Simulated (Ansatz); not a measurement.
`[OH][Zr]([F])([F])[Cl]` + H–F → `[OH][Zr]([F])([F])[F]` + HCl at 600 K and 1 bar (ligand exchange at a Zr–Cl bond).

Calculated with Ansatz (gas phase, PBE0-D4/def2-TZVP geometries, no zero-point term in ΔE). CCSD(T)/CBS adds triple-zeta CCSD(T) − MP2 to the extrapolated MP2 energy (def2 sets, frozen cores). This one scheme is used for every species. def2 core potentials past Kr. For Zr outer-core shells are correlated without core-valence functions, which leaves a few kJ/mol of doubt a bond. Each species was taken in one conformer, which may not be the lowest.

```csv
species,CCSD(T)/CBS energy (Eh),H − E (kJ/mol),S (J/(mol·K))
`[OH][Zr]([F])([F])[Cl]`,-782.44001,103.0,447.6
H–F,-100.39570,42.3,194.0
`[OH][Zr]([F])([F])[F]`,-422.45878,103.7,425.7
HCl,-460.38127,35.4,207.2
```

H − E and S are ideal-gas, rigid-rotor, harmonic terms from PBE0-D4/def2-TZVP, for one conformer and one mirror image of each species. 1 Eh = 2625.50 kJ/mol, R = 8.31446 J/(mol·K).

Q: By hand: ΔE, ΔH, ΔS and ΔG.

A: ΔE = (-422.45878) + (-460.38127) − (-782.44001) − (-100.39570) = -0.00434 Eh = -11.4 kJ/mol. Δ(H − E) = 103.7 + 35.4 − 103.0 − 42.3 = -6.2, so ΔH = -17.6 kJ/mol. ΔS = 425.7 + 207.2 − 447.6 − 194.0 = -8.7 J/(mol·K). ΔG = -17.6 − 600 × (-8.7)/1000 = -12.4 kJ/mol.

Q: By hand: the equilibrium constant, and the temperature at which ΔG would vanish if ΔH and ΔS stayed fixed.

A: log₁₀ K = −ΔG/(RT ln 10) = 1.1. ΔG = 0 at ΔH/ΔS = 2023 K, though so small a ΔS makes that figure unsure.

The number of gas molecules stays the same, so ΔS is small and ΔH decides. A doubt of 5 kJ/mol in ΔE shifts log₁₀ K by 0.4 here. Other conformers and mirror images would add mixing entropy, several J/(mol·K) or more a flexible species. These are equilibria of isolated gas molecules and say nothing of rates. Largest T1 diagnostic: 0.017 (customary marks: 0.02 for closed shells, 0.045 for open ones).
